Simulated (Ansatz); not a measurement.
H5Sb, SMILES [SbH5].

Geometry: r2SCAN-D4/def2-TZVP. The def2 effective core potentials stand for the cores of Sb; spin–orbit coupling is left out.

Two levels are set side by side: PBE/def2-TZVPD (Ansatz, a quantum-chemistry and plane-wave program) and PBE0/def2-TZVPD (Ansatz). Energy differences of separate SCF runs at the same geometry; the states with an electron removed or added have multiplicity 2 and 2. Differences are taken from unrounded values.

```
quantity                           PBE0   PBE  PBE minus PBE0
---------------------------------  ----  ----  --------------
vertical ionisation energy (eV)    8.49  8.37           -0.12
vertical singlet–triplet gap (eV)  3.48  3.18           -0.30
```
